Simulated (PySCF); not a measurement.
Computed IR spectrum (relative IR intensity) of a molecule CH8N2OSi. Geometry: ωB97X-D3(BJ)/def2-SVP. One conformer was computed; it need not be the lowest. These are ωB97X-D3(BJ)/def2-SVP (PySCF) values and carry that method's errors. Frequencies are harmonic and unscaled.

Lines under 2 % of the strongest are left out, and lines within 2 cm⁻¹ are merged.

ν (cm⁻¹): 195 (w), 226 (w), 256 (w), 289 (s), 304 (m), 372 (w), 413 (w), 500 (m), 731 (m), 781 (m), 798 (m), 847 (m), 891 (m), 934 (vs), 983 (s), 1102 (w), 1186 (m), 1418 (m), 1463 (w), 1513 (vw), 1536 (m), 2212 (s), 3023 (m), 3092 (m), 3142 (w), 3643 (m), 3749 (w), 3945 (m) (against the strongest line: vs over 80 %, s over 45 %, m over 15 %, w over 4 %, vw less)

Task: Which molecule gave these data?
A) CN[Si@@H](N)O
B) CO[SiH](N)N
C) C[Si](N)(N)O
D) NC[Si@@H](N)O

Result: A, CN[Si@@H](N)O
